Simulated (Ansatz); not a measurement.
Ideal-gas functions of CH₃CdClS (`C[S][Cd][Cl]`) at 800 K and 1 bar, from an Ansatz frequency run at PBE0-D4/def2-TZVP.

Molar mass 194.97 g/mol, point group Cs (symmetry number 1), electronic degeneracy 1, moments of inertia 37.005, 481.379, 515.173 u Å². Harmonic wavenumbers (cm⁻¹, unscaled): 66, 83, 136, 170, 320, 405, 719, 964, 978, 1350, 1471, 1477, 3067, 3153, 3160.

Use S(trans) = R[1.5 ln M + 2.5 ln T − 1.1517]; rotational temperatures θ = 24.2544 K / I; S(rot) = R[ln(√π/σ · √(T³/θAθBθC)) + 1.5]; for each mode x = 1.438777 ν̃/T, S = R[x/(eˣ − 1) − ln(1 − e⁻ˣ)] and H = RT x/(eˣ − 1); 1 cm⁻¹ = 0.0119627 kJ/mol; R = 8.31446 J/(mol·K).

Task: By hand: the entropy, in J/(mol·K).

Result: Translation 195.1. Rotation: θ = 0.6554, 0.0504, 0.0471 K, giving 127.5. Vibration, mode by mode: 26.04, 24.14, 20.04, 18.20, 13.02, 11.13, 6.73, 4.71, 4.61, 2.72, 2.29, 2.27, 0.22, 0.19, 0.19, in all 136.5. Electronic 0.0. Sum 459.1 J/(mol·K).

Task: By hand: H − E and G − E in kJ/mol, counted from the electronic energy.

Result: Zero-point energy ½ × 17519 × 0.0119627 = 104.8; thermal vibration 46.2; translation, rotation and pV give 4 RT = 26.6. H − E = 177.6 kJ/mol, and G − E = 177.6 − 800 × 459.1/1000 = -189.7 kJ/mol.

Vibration gives 30 % of the entropy, 70.2 J/(mol·K) of it from the modes under 150 cm⁻¹: soft modes count most, and the harmonic formula is weakest for them. The sum counts one conformer and one mirror image; others add a mixing term.
